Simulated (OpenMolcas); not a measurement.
Zr2+: effect of the basis set

```json
{
 "Program": "OpenMolcas 26.06",
 "Method": "MS-CASPT2, IPEA 0.25 Eh, imaginary shift 0.1 Eh (closed shells correlated: 4s 4p)",
 "Active space": "2 electrons in 6 orbitals (4d 5s)",
 "State averaging": "2S+1 = 3 even, 15 roots; 2S+1 = 1 even, 21 roots kept (CI in the orbitals of an earlier block)",
 "Spin-orbit coupling": "RASSI with atomic mean-field integrals over the reference wave functions, term energies averaged over their components"
}
```

A. ANO-R1 [6s4p3d1f], X2C, finite nucleus; CASPT2 step of the order of 5 core-seconds
B. ANO-RCC-VDZP [6s5p3d1f], DKH2, point nucleus; CASPT2 step of the order of 6 core-seconds
C. ANO-R2 [7s5p4d2f1g], X2C, finite nucleus; CASPT2 step roughly 6 core-seconds
D. ANO-RCC-VTZP [7s6p4d2f1g], DKH2, point nucleus; CASPT2 step roughly 15 core-seconds
E. ANO-RCC-VQZP [8s7p5d3f2g1h], DKH2, point nucleus; CASPT2 step about 17 core-seconds

Energies in cm⁻¹ above 4d² ³F₂, the measured ground level; measured values from Moore, Atomic Energy Levels, vol. II, NSRDS-NBS 35 (1971 reprint of NBS Circular 467, 1952); NIST levels as listed in Rynkun, Gaigalas and Jonsson, Astron. Astrophys. 637, A10 (2020).

| Level | A | B | C | D | E | Measured |
| --- | --- | --- | --- | --- | --- | --- |
| 4d² ³F₂ | 0.0 | 0.0 | 0.0 | 0.0 | 0.0 | 0.0 |
| 4d² ³F₃ | 596 | 738 | 723 | 703 | 713 | 681 |
| 4d² ³F₄ | 1299 | 1597 | 1566 | 1526 | 1543 | 1486 |
| 4d² ¹D₂ | 4900 | 5470 | 5520 | 5530 | 5410 | 5742 |
| 4d² ³P₀ | 8190 | 8360 | 8460 | 8630 | 8590 | 8062 |
| 4d² ³P₁ | 8410 | 8650 | 8750 | 8910 | 8870 | 8326 |
| 4d² ³P₂ | 8830 | 9190 | 9270 | 9420 | 9380 | 8838 |
| 4d² ¹G₄ | 11450 | 11860 | 11260 | 11590 | 11070 | 11049 |
| 4d 5s ³D₁ | 18100 | 17570 | 18860 | 18510 | 19100 | 18399 |
| 4d 5s ³D₂ | 18440 | 17970 | 19250 | 18890 | 19480 | 18803 |
| 4d 5s ³D₃ | 18990 | 18670 | 19940 | 19560 | 20160 |  |
| 4d² ¹S₀ | 23160 | 23520 | 23490 | 23870 | 23340 | 23979 |
| 4d 5s ¹D₂ | 26910 | 24860 | 25160 | 24880 | 25020 | 25066 |
| 5s² ¹S₀ | 48110 | 48590 | 50430 | 49860 | 50590 | 48507 |

Deviations, from unrounded energies. A percentage is the sum of absolute deviations over the sum of measured energies, with the sign that they share, or ± where signs differ.

```tsv
Against measurement	Levels	A	B	C	D	E
mean absolute deviation (cm-1)	12	460	380	430	370	520
fine structure of the ground term (%)	2	-12.6	+7.7	+5.6	+2.9	+4.1
other terms of the ground configuration (%)	6	±3.5	±3.8	±3.3	±3.9	±3.9
other configurations (%)	4	±2.6	±1.8	+2.6	±1.6	±3.2
```

B, D lie about equally close to measurement and E furthest from it. The largest miss of D in the table is 5s² ¹S₀, by +1400 cm-1. The ranking rests on the paired levels alone, and a cruder setting can come out closer through cancelling errors.

The two smallest mean deviations differ by little beside CASPT2's spread within terms, so their order carries little weight.

Among A to E the level of the table that moves most is 5s² ¹S₀, by 2500 cm-1 (lowest in A, highest in E). Moves below CASPT2's spread within the term are not significant.

CASPT2 does not keep the components of a term degenerate, so their means are used; among the terms shown or strongly mixed into the levels shown the widest spread is 820 cm-1 (4d² ¹G, D). Terms from blocks run as CI alone lack orbitals of their own. A single d shell beside an s shell can misplace configurations of different d count against each other. Measured partners are found by configuration, term and J. A level has none where our copy of the source lacks it or the pairing is in doubt (some pairs that miss far off the trend of their configuration count as doubtful), and it then counts in no deviation. Only configurations of the active space appear.
